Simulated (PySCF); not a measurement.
Species: (F2B-mu-NH2)2.
Structure used (PBE0-D3(BJ)/def2-SVP), in Å, numbered top down from 1:
```xyz
12
B2F4H4N2 angstrom
B     -0.2126   -1.0716   -0.1982
F     -1.4838   -1.5569   -0.1440
F      0.7588   -1.9729   -0.5148
N      0.1530   -0.2492    1.1215
B      0.2272    1.0590    0.2076
F     -0.7534    1.9496    0.5228
F      1.4943    1.5559    0.1566
N     -0.1286    0.2345   -1.1141
H     -0.5819   -0.2343    1.8267
H      1.0378   -0.5111    1.5526
H      0.6134    0.2167   -1.8113
H     -1.0086    0.4976   -1.5544
```

Method: PySCF, TDDFT CAM-B3LYP/def2-SVPD, vertical, gas phase, core orbitals frozen in the response.

```
state  λ (nm)  E (eV)       f  main configurations (H = HOMO, L = LUMO)
   S1   139.7    8.87  0.0000                                 H→L (93%)
   S2   130.8    9.48   0.079                  H-1→L (61%), H→L+1 (34%)
   S3   123.1   10.07   0.164                  H-2→L (74%), H→L+2 (22%)
   S4   122.7   10.10  0.0001                  H→L+3 (78%), H→L+6 (10%)
   S5   121.8   10.18   0.010                  H→L+1 (62%), H-1→L (35%)
   S6   118.5   10.46  0.0032    H-4→L (51%), H-3→L (25%), H-1→L+3 (9%)
   S7   118.5   10.47   0.011                  H-3→L (61%), H-4→L (22%)
   S8   117.7   10.53   0.034                  H→L+2 (70%), H-2→L (22%)
   S9   116.5   10.64  0.0000   H→L+4 (39%), H-1→L+3 (35%), H-4→L (12%)
  S10   116.3   10.66  0.0000                             H-1→L+1 (86%)
```

Triplets (Tamm–Dancoff): T1 8.67 eV, H→L (88%); T2 9.15 eV, H-1→L (54%), H→L+1 (39%); T3 9.86 eV, H-2→L (79%), H→L+2 (15%); T4 9.94 eV, H→L+3 (75%), H→L+6 (12%).

The lowest singlet lies at 8.87 eV (140 nm, vacuum ultraviolet) and is dark (f under 0.0005); its leading configuration is HOMO→LUMO (93%). The strongest level in the table is S3 at 10.07 eV (123 nm, f = 0.164). S6/S7 lie within about 0.01 eV of each other. Löwdin shares by element: HOMO nitrogen 40%, fluorine 23% or more (atoms not listed hold the other 36%); LUMO boron 53%, hydrogen 13% or more (atoms not listed hold the other 34%). Weighted by f, the mean energy of these states is 9.99 eV. Of the 10 states listed, 5 reach f = 0.01 and 4 stay under 0.0005. The listed states span 1.79 eV. All these states lie below the vertical ionisation energy of 12.38 eV (ΔSCF). The window holds the lowest 10 singlets.

One conformer stands for the species.
